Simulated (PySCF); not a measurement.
# As³⁺ (arsenic, charge +3) across methods

[Ar] 3d10 4s2, closed-shell 1S. Calculation: PySCF 2.14, in dyall-av3z (24s17p11d2f, 144 functions); scalar relativity by spin-free X2C-1e.

```
   method  E (hartree)  mean ε 3p (eV)  mean ε 3d (eV)  mean ε 4s (eV)  Σ⟨r²⟩ (bohr²)   ⟨S²⟩
      PBE    -2258.407         -167.98         -74.905         -44.415          16.40  0.000
     PBE0    -2258.436         -175.33         -79.211         -45.573          16.39  0.000
      LDA    -2255.273         -167.85         -75.275         -44.847          16.37  0.000
     PW91    -2258.895         -168.09         -75.045         -44.549          16.39  0.000
BHandHLYP    -2258.691         -182.45         -83.401         -46.812          16.43  0.000
    TPSSh    -2258.649         -171.73         -76.645         -44.801          16.39  0.000
      UHF  -2257.07103         -196.03         -90.902         -48.090          16.51  0.000
   r2SCAN    -2258.671         -171.66         -75.911         -44.713          16.37  0.000
```
